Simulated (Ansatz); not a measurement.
A structure relaxed at PBE0-D4/def2-SVP in Ansatz, charge 0, singlet:

Cartesian coordinates in Å:
```
Ta 0.846 -0.381 0.895
Ta -1.289 -0.046 1.525
Si -0.828 0.361 -0.847
Si 1.271 0.065 -1.573
```

Problem. Give its formula and point group.

Solution. the cluster Ta₂Si₂. Point group Cs (tolerance 0.1 Å).

Problem. Summarise the bond lengths by kind (pairs closer than 1.2 times the sum of covalent radii, bridged metal pairs left out).

Solution. 3 × Si–Ta 2.45 to 2.54 Å; 1 × Ta–Ta 2.25 Å; 1 × Si–Si 2.24 Å.

In the def2 sets Ta takes a core potential; there is no spin–orbit coupling. The restricted singlet is unstable towards broken spin symmetry at other levels; at PBE0-D4/def2-SVP this wasn't settled. The structure comes from a short search, and lower isomers may exist.
